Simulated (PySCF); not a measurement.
# Electron correlation in Al³⁺ (aluminium, charge +3)

[Ne], closed-shell 1S. All numbers are calculated (PySCF 2.14, no relativity, point nucleus, in def2-QZVPPD). Frozen: 1s2; 8 electrons correlated.

| level | correlation energy (mhartree) |
| --- | --- |
| CCSD | -154.01 |
| (T) | -0.98 |
| CCSD(T) | -154.99 |

Diagnostics: T1 = 0.0029, D1 = 0.0045, largest double amplitude 0.010.

Task: Is a single reference adequate?

Result: Yes: T1 lies below 0.03 and no double amplitude reaches 0.07.

This basis was not built for core-valence correlation, so the inner-shell part is incomplete.
